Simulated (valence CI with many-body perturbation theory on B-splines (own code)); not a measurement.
E1 line list for Pd¹⁴⁺

Computed by relativistic CI+MBPT: four valence electrons over a frozen Dirac-Fock core [Ar] 3d10, radial functions for each j: 11 s, 11 p, 9 d, 7 f, 5 g, 2 h, 1 i, with the one-electron correlation potential Σ1 (screened to all orders), the two-electron term Σ2, the three-electron term Σ3, Breit, model QED; selected single and double excitations, second order for the rest (own B-spline code, finite nucleus).

No measured levels were compared; by estimate levels hold to about 250 cm⁻¹ or 0.2 % of their energy and the worst to 1 %, as in measured heavy ions of charge 2 to 7; those with d or f electrons hold less well.

Lines 51 to 100 of 229 in falling wavelength, among levels below 943400 cm⁻¹, chosen from the strongest by gf and those to the six lowest levels. Wavelengths and rates use the calculated energies, so an error of 900 cm⁻¹ moves a line at 28.63 nm by 0.26 % and its rate by three times that or more. Electric multipoles are in the length gauge, E1 and E2 with the static RPA response of the core. Weak lines are less certain than strong ones. Lines between different terms over intervals too small for the method are left out, as are lines whose strength nearly cancels. The highest levels of a list are the least certain.

Names give the largest LS component (configuration and term), which can be under half, so a name can repeat, a term be missing and a line seem to break the LS rules; names also repeat where a configuration has a term twice. Letters in brackets count levels of one name in rising energy.

```
λ vac (nm)             Upper          Lower   A (s⁻¹)  S (a.u.) with core polarisation  S without
     28.63  4s4p²4d ³P_0 [b]  4s²4p4d ³D°_1  8.10e+09                         9.38e-02   1.03e-01
     28.56       4s4p³ ¹D°_2    4s²4p² ¹D_2  1.52e+10                         8.76e-01   9.64e-01
     28.54      4s4p²4d ³G_3  4s²4p4d ³F°_2  8.70e+09                         6.99e-01   7.73e-01
     28.54       4s4p³ ³P°_1    4s²4p² ³P_2  6.75e+08                         2.32e-02   2.55e-02
     28.32       4s4p³ ³S°_1    4s²4p² ¹D_2  5.73e+08                         1.92e-02   2.12e-02
     28.31  4s4p²4d ³D_1 [c]  4s²4p4d ³P°_2  3.21e+09                         1.08e-01   1.18e-01
     28.11       4s4p³ ³P°_2    4s²4p² ³P_2  1.32e+10                         7.23e-01   7.94e-01
     28.11  4s4p²4d ³F_2 [c]  4s²4p4d ³D°_1  5.43e+09                         2.97e-01   3.29e-01
     28.01  4s4p²4d ³F_3 [b]  4s²4p4d ³P°_2  3.04e+09                         2.30e-01   2.54e-01
     27.93       4s4p³ ³P°_0    4s²4p² ³P_1  1.11e+10                         1.19e-01   1.31e-01
     27.87  4s4p²4d ³D_2 [b]  4s²4p4d ³P°_2  2.45e+09                         1.31e-01   1.44e-01
     27.71  4s4p²4d ³D_2 [c]  4s²4p4d ³D°_1  6.39e+09                         3.36e-01   3.71e-01
     27.56  4s4p²4d ³F_2 [b]  4s²4p4d ³F°_2  9.89e+09                         5.11e-01   5.61e-01
     27.50       4s4p³ ³P°_1    4s²4p² ³P_1  1.04e+10                         3.20e-01   3.52e-01
     27.47  4s4p²4d ³D_3 [b]  4s²4p4d ³F°_3  2.89e+09                         2.07e-01   2.27e-01
     27.34  4s4p²4d ³P_1 [b]  4s²4p4d ³P°_2  8.16e+09                         2.47e-01   2.71e-01
     27.15  4s4p²4d ³F_3 [c]  4s²4p4d ³P°_2  2.65e+09                         1.83e-01   2.03e-01
     27.14  4s4p²4d ³P_1 [c]  4s²4p4d ³D°_1  3.44e+09                         1.02e-01   1.12e-01
     27.10       4s4p³ ³P°_2    4s²4p² ³P_1  3.04e+06                         1.49e-04   1.67e-04
     26.89       4s4p³ ¹P°_1    4s²4p² ¹S_0  9.69e+09                         2.79e-01   3.07e-01
     26.87  4s4p²4d ³D_2 [a]  4s²4p4d ³F°_3  1.75e+09                         8.40e-02   9.21e-02
     26.52          4p⁴ ³P_0    4s4p³ ³D°_1  1.51e+10                         1.39e-01   1.53e-01
     26.45  4s4p²4d ³D_1 [a]  4s²4p4d ³F°_2  5.15e+09                         1.41e-01   1.55e-01
     26.44          4p⁴ ¹D_2    4s4p³ ³D°_3  4.85e+09                         2.21e-01   2.43e-01
     26.24  4s4p²4d ³F_3 [b]  4s²4p4d ³F°_3  9.51e+09                         5.93e-01   6.52e-01
     26.19  4s4p²4d ³P_2 [b]  4s²4p4d ³P°_2  7.14e+09                         3.17e-01   3.48e-01
     26.12  4s4p²4d ³D_2 [b]  4s²4p4d ³F°_3  2.43e+09                         1.07e-01   1.17e-01
     26.02          4p⁴ ³P_1    4s4p³ ³D°_2  9.34e+09                         2.44e-01   2.67e-01
     25.68          4p⁴ ³P_1    4s4p³ ³D°_1  5.40e+09                         1.35e-01   1.49e-01
     25.61  4s4p²4d ³F_2 [c]  4s²4p4d ³F°_3  4.37e+09                         1.81e-01   1.98e-01
     25.55  4s4p²4d ³D_1 [b]  4s²4p4d ³F°_2  2.20e+10                         5.42e-01   5.95e-01
     25.50  4s4p²4d ³D_2 [a]  4s²4p4d ³F°_2  5.48e+09                         2.24e-01   2.46e-01
     25.49  4s4p²4d ³F_3 [c]  4s²4p4d ³F°_3  6.28e+09                         3.59e-01   3.95e-01
     25.28  4s4p²4d ³D_2 [c]  4s²4p4d ³F°_3  2.46e+10                         9.79e-01   1.07e+00
     25.10       4s4p³ ¹D°_2    4s²4p² ³P_2  2.38e+09                         9.31e-02   1.02e-01
     24.97       4s4p³ ³P°_1    4s²4p² ³P_0  2.28e+09                         5.25e-02   5.76e-02
     24.91       4s4p³ ³S°_1    4s²4p² ³P_2  5.11e+10                         1.17e+00   1.28e+00
     24.82  4s4p²4d ³D_2 [b]  4s²4p4d ³F°_2  2.90e+09                         1.10e-01   1.20e-01
     24.78          4p⁴ ³P_2    4s4p³ ⁵S°_2  1.36e+09                         5.09e-02   5.58e-02
     24.64  4s4p²4d ³P_2 [b]  4s²4p4d ³F°_3  8.62e+09                         3.18e-01   3.49e-01
     24.51       4s4p³ ¹P°_1    4s²4p² ¹D_2  4.98e+10                         1.09e+00   1.19e+00
     24.49  4s4p²4d ³D_3 [c]  4s²4p4d ³F°_3  4.26e+09                         2.16e-01   2.37e-01
     24.36  4s4p²4d ³F_2 [c]  4s²4p4d ³F°_2  1.28e+10                         4.55e-01   5.00e-01
     24.30       4s4p³ ¹D°_2    4s²4p² ³P_1  4.61e+08                         1.63e-02   1.78e-02
     24.12       4s4p³ ³S°_1    4s²4p² ³P_1  1.97e+10                         4.09e-01   4.48e-01
     24.00     4s²4p4d ³F°_2    4s²4p² ¹D_2  2.34e+09                         7.98e-02   8.73e-02
     23.63  4s4p²4d ³P_1 [c]  4s²4p4d ³F°_2  8.35e+09                         1.63e-01   1.79e-01
     22.98     4s²4p4d ³D°_1    4s²4p² ¹S_0  1.20e+08                         2.15e-03   2.30e-03
     22.90     4s²4p4d ³F°_3    4s²4p² ¹D_2  2.09e+07                         8.67e-04   9.80e-04
     22.61  4s4p²4d ³D_3 [a]    4s4p³ ¹D°_2  3.56e+09                         1.42e-01   1.56e-01
```
